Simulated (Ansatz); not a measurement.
Reaction (redistribution): `[F][Ti]([Cl])([Cl])[Cl]` + `[O]=[V]([OH])([F])[Cl]` → `[F][Ti]([F])([Cl])[Cl]` + `[O]=[V]([OH])([Cl])[Cl]`

Computed with Ansatz on PBE0-D4/def2-TZVP structures; ΔE is electronic, products minus reactants. CCSD(T)/CBS adds triple-zeta CCSD(T) − MP2 to the extrapolated MP2 energy (def2 sets, frozen cores). Functionals use def2-TZVPP. HSE06 is defined as in plane-wave codes. For Ti, V outer-core shells are correlated without core-valence functions, which leaves a few kJ/mol of doubt a bond. Scalar relativity is left out up to krypton. One conformer a species, not always the lowest.

Is it downhill or uphill in electronic energy at CCSD(T)/CBS, and by how much? (Estimate.)

Ansatz gave: Downhill: ΔE = -13.5 kJ/mol.

What do these levels give: r2SCAN0-D4, BHLYP-D4, HSE06, CAM-B3LYP, MP2/def2-QZVPP, SCS-MP2/def2-QZVPP? (Estimate.)

Computed: r2SCAN0-D4 -13.8, BHLYP-D4 -13.5, HSE06 -14.4, CAM-B3LYP -14.6, MP2/def2-QZVPP -30.5, SCS-MP2/def2-QZVPP -27.5 kJ/mol.

What do rigid-rotor, harmonic-oscillator terms from PBE0-D4/def2-TZVP frequencies (298.15 K, 1 bar) make of the CCSD(T)/CBS value? (An estimate is asked.)

Ansatz gave: ΔZPE = -0.1 kJ/mol, ΔH = -13.6 kJ/mol, ΔS = 4 J/(mol·K), ΔG = -14.8 kJ/mol.

Largest T1 diagnostic among the species: 0.032, so the coupled-cluster value is less sure than usual.

Leaving LDA and LC-ωPBE aside and taking each functional with its dispersion term where it has one, the values, not all of them listed here, spread over 8.8 kJ/mol, from PBE-QIDH to BLYP-D4. At CCSD(T), def2-SVP lies −3.4 kJ/mol from the extrapolated value and def2-TZVPP −2.6 kJ/mol.
